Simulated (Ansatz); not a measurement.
Z-matrix (Å, degrees):
```
Ga
Si 1 2.570
S 1 2.182 2 84.6
H 1 1.841 2 39.2 3 110.6
H 1 1.841 2 39.2 3 -110.6
H 1 1.552 2 137.4 3 180.0
C 2 1.940 1 73.2 3 -0.0
H 7 1.095 2 108.1 1 -122.3
H 7 1.095 2 108.2 1 122.4
```

Charge 0, multiplicity 1.

(1) List the r2SCAN/def2-TZVPP orbital energies in eV (Ansatz). (Estimate.)

Results:

(1) Ansatz gave: Occupied: -10122.89, -2409.03, -1791.22, -1245.07, -1101.48, -1101.43, -1101.39, -273.82, -213.43, -157.51, -157.41, -157.32, -148.66, -141.56, -101.52, -101.42, -101.31, -96.47, -96.46, -96.33, -21.30, -21.11, -21.09, -21.03, -21.00, -19.99, -16.13, -14.56, -11.20, -10.52, -9.57, -9.22, -8.96, -7.59, -6.23, -5.60. Lowest empty: -1.93, -1.67, -0.36, 0.20, 0.57, 0.85, 1.56, 1.86.
